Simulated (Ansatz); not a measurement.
Relaxation of BClH$_{6}$NOP (11 atoms, charge 0, multiplicity 1), to a largest force component of 0.03 eV/Å in at most 50 steps.

Method: Ansatz 0.2.0, RKS BLYP-D4/def2-SVP.

```xyz
11
Properties=species:S:1:pos:R:3
B -0.104 0.637 -0.324
Cl -0.481 -0.497 2.507
O 1.159 0.087 -0.323
H 1.180 -0.859 -0.560
N -1.262 -0.013 -0.816
H -1.267 -0.996 -1.102
H -2.199 0.382 -0.747
P -0.154 2.521 0.097
H -1.429 2.556 0.766
H 0.615 2.489 1.313
H -0.371 0.746 2.009
```

Where does it end, and by what steps?

The run converged. After 10 steps the energy has fallen by 0.096 eV; Cl2 moved furthest, 0.48 Å.

```
step  energy less start (eV)  largest force component (eV/Å)  accepted
   0                  0.0000                           0.750       yes
   1                 -0.0605                           0.695       yes
   2                  0.0710                           1.554        no
   3                 -0.0824                           0.423       yes
   4                 -0.0908                           0.276       yes
   5                 -0.0917                           0.170       yes
   6                 -0.0931                           0.162       yes
   7                 -0.0948                           0.183       yes
   8                 -0.0955                           0.114       yes
   9                 -0.0956                           0.067       yes
  10                 -0.0964                           0.028       yes
```

```xyz
11
Properties=species:S:1:pos:R:3
B -0.092 0.630 -0.414
Cl -0.573 -0.293 2.930
O 1.174 0.088 -0.426
H 1.211 -0.832 -0.750
N -1.253 -0.035 -0.874
H -1.258 -0.995 -1.225
H -2.184 0.376 -0.827
P -0.171 2.523 0.131
H -1.419 2.471 0.847
H 0.641 2.402 1.312
H -0.389 0.716 2.114
```

Run time: 12 s on 4 threads of Intel(R) Xeon(R) CPU @ 2.60GHz (Ice Lake), with other jobs on the host, peak memory 0.19 GiB.
